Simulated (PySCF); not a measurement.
C2H5F, charge +1, multiplicity 2. Atoms are numbered in the order given.

```xyz
8

C     -0.1780     1.1981     0.0000
C      0.4278    -0.1139     0.0000
F     -0.3289    -1.1700     0.0000
H      0.5668     1.9924     0.0000
H     -0.8655     1.3057    -0.8627
H     -0.8655     1.3057     0.8627
H      1.3126    -0.2895     0.7383
H      1.3126    -0.2895    -0.7383
```
Charge +1, spin multiplicity 2.

The structure is a stationary point at PBE0-D3(BJ)/def2-TZVP. The multiplicity is an assumed one; other spin states were not compared.

Level of theory: PBE0-D3(BJ)/def2-TZVP (PySCF).

Harmonic, unscaled wavenumbers; measured fundamentals usually lie a few per cent lower.

```tsv
mode	ν (cm⁻¹)	IR (km/mol)	moving atoms (share of kinetic energy)
1	118	24.8	H 87 %
2	454	9.7	C 35 %, H 34 %, F 31 %
3	510	37.4	H 60 %, C 38 %
4	763	1.9	H 78 %, C 22 %
5	925	493.9	H 87 %, C 12 %
6	936	21.1	H 56 %, C 31 %, F 13 %
7	992	0.4	H 92 %
8	1075	57.9	H 70 %, C 28 %
9	1179	73.0	H 54 %, C 34 %, F 12 %
10	1278	66.5	H 78 %, C 12 %, F 10 %
11	1308	21.6	H 95 %
12	1420	47.1	H 48 %, C 41 %, F 10 %
13	1444	84.1	H 51 %, C 46 %
14	2231	122.1	H 98 %
15	2562	101.7	H 91 %, C 9 %
16	2923	250.8	H 96 %
17	2929	48.0	H 92 %
18	3172	14.0	H 91 %, C 9 %
```
